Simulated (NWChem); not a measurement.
System meant: InNH₃F; SMILES [NH2][InH][F]

Input file for NWChem:

```
start job
memory heap 200 mb stack 900 mb global 1100 mb
geometry units angstroms noautoz
  In    -0.279360    -0.082478     0.028276
  H     -1.958554    -0.330663    -0.046450
  F      0.871551    -1.675147    -0.086113
  N      0.899788     1.541890     0.060999
  H      1.882888     1.421282     0.283156
  H      0.561677     2.435155     0.401583
end
basis spherical
  * library def2-svp
end
ecp
  In library def2-ecp
end
dft
  xc pbe0
  iterations 4
  mulliken
end
task dft energy
```

End of the output:

```
    Atom       Charge   Shell Charges
 -----------   ------   -------------------------------------------------------
    1 In  21    20.47   1.38  0.54  0.62  0.37  3.03  2.85  0.99  0.38  9.39  0.93
    2 H    1     1.09   0.58  0.49  0.03
    3 F    9     9.34   1.98  1.03  0.81  3.20  2.32  0.00
    4 N    7     7.24   1.97  0.71  0.46  2.20  1.88  0.02
    5 H    1     0.93   0.59  0.21  0.13
    6 H    1     0.93   0.59  0.21  0.13

 center of mass
 --------------
 x =  -0.05839991 y =  -0.06790094 z =  -0.00434756

 moments of inertia (a.u.)
 ------------------
         336.625945495442           0.000000000000           0.000000000000
           0.000000000000         151.995589734361           0.000000000000
           0.000000000000           0.000000000000         487.681394086718

     Multipole analysis of the density
     ---------------------------------

     L   x y z        total         alpha         beta         nuclear
     -   - - -        -----         -----         ----         -------
     0   0 0 0      0.000000    -20.000000    -20.000000     40.000000

     1   1 0 0     -0.539246     -8.032076     -8.032076     15.524907
     1   0 1 0      1.138444      0.445534      0.445534      0.247376
     1   0 0 1      0.310188      0.162017      0.162017     -0.013846

     2   2 0 0    -25.693932    -51.643788    -51.643788     77.593644
     2   1 1 0      2.161366     -4.347281     -4.347281     10.855929
     2   1 0 1      0.676470     -0.282455     -0.282455      1.241380
     2   0 2 0    -27.710242   -103.204583   -103.204583    178.698923
     2   0 1 1      1.258254     -0.171645     -0.171645      1.601545
     2   0 0 2    -24.401560    -12.408805    -12.408805      0.416050

 ------------------------------------------------------------------------
 dft energy failed                                                                                  0
 ------------------------------------------------------------------------
 ------------------------------------------------------------------------
  current input line :
    22: task dft energy
 ------------------------------------------------------------------------
 ------------------------------------------------------------------------
 This type of error is most commonly associated with calculations not reaching convergence criteria
 ------------------------------------------------------------------------
 For more information see the NWChem manual at https://nwchemgit.github.io

0:dft energy failed:Received an Error in Communication
```

### Question
What is wrong, and how is it mended?

### Answer
The run did not converge; its last values are not results. Cause: the SCF was allowed too few iterations. This input runs:
```
start job
memory heap 200 mb stack 900 mb global 1100 mb
geometry units angstroms noautoz
  In    -0.279360    -0.082478     0.028276
  H     -1.958554    -0.330663    -0.046450
  F      0.871551    -1.675147    -0.086113
  N      0.899788     1.541890     0.060999
  H      1.882888     1.421282     0.283156
  H      0.561677     2.435155     0.401583
end
basis spherical
  In library def2-svp
  H library def2-svp
  F library def2-svp
  N library def2-svp
end
ecp
  In library def2-ecp
end
dft
  xc pbe0
  iterations 150
  mulliken
end
task dft energy
```
It converges to -346.26012 Ha (PBE0/def2-SVP with def2 effective core potentials on In).
